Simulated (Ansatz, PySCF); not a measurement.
Gas-phase reaction in SMILES: N[SiH2]N -> N[SiH2] + [NH2] (NH2) (the N-Si bond at the site shown breaks; other sites are not compared here)
Structures are relaxed separately at B3LYP-D3(BJ)/def2-TZVP in Ansatz (a first-principles code), one conformer each, not searched for the lowest. Frequencies are from Ansatz or PySCF.

Quantity: bond dissociation energy (enthalpy at 298 K, with B3LYP-D3(BJ) rigid-rotor harmonic-oscillator terms), in kcal/mol. Cores are frozen in the correlated levels unless marked. UHF or UKS for open shells. Spin-orbit coupling is left out. No relativistic terms. CBS(X,Y): correlation extrapolated as X^-3; Hartree-Fock from the larger set.

CCSD(T)/CBS(cc-pV(T+d)Z,cc-pV(Q+d)Z) (Ansatz) gives 108.0 kcal/mol.

### Question
Another calculation gave 105.9 kcal/mol. Which level was it?
A) BLYP/def2-TZVPD (Ansatz)
B) wB97X-V/def2-TZVPD (Ansatz)
C) BHLYP/def2-TZVPD (Ansatz)
D) B97M-V/def2-TZVPD (Ansatz)

### Answer
B, wB97X-V/def2-TZVPD (Ansatz). The others give 102.4 (B97M-V), 99.2 (BHLYP), 95.9 (BLYP) kcal/mol.
